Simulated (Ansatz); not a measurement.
SnSe2⁻ (the lowest doublet isomer of a short search). Total charge -1; doublet. Geometry r2SCAN-D4/def2-TZVPD, basis def2-TZVPD, Ansatz.

Cartesian coordinates in Å:
```
Sn -0.3078 -0.5742 0.2254
Se -1.7290 0.9219 -1.0666
Se 2.0368 -0.3476 0.8412
```

```csv
run,HOMO (eV),LUMO (eV)
A,-2.57,1.49
B,-0.81,0.19
C,-3.31,2.17
D,-1.70,0.82
E,-1.48,0.70
F,-0.54,0.05
```

In the def2 sets Sn takes a core potential; there is no spin–orbit coupling. The structure comes from a short search, and lower isomers may exist.

HOMO and LUMO are taken over both spins.

**Question.** The runs used CAM-B3LYP, PBE, PBE0, r2SCAN, r2SCAN0, ωB97M-V. Estimate which is which.

**Answer.** A CAM-B3LYP (range-separated); B r2SCAN (0 % exact exchange); C ωB97M-V (range-separated); D r2SCAN0 (25 % exact exchange); E PBE0 (25 % exact exchange); F PBE (0 % exact exchange). Exact exchange lowers occupied and raises empty levels; among semilocal functionals meta-GGAs tend to open the gap a little, and such runs are hard to tell apart. The gap grows from 0.59 eV (PBE) to 5.48 eV (ωB97M-V).
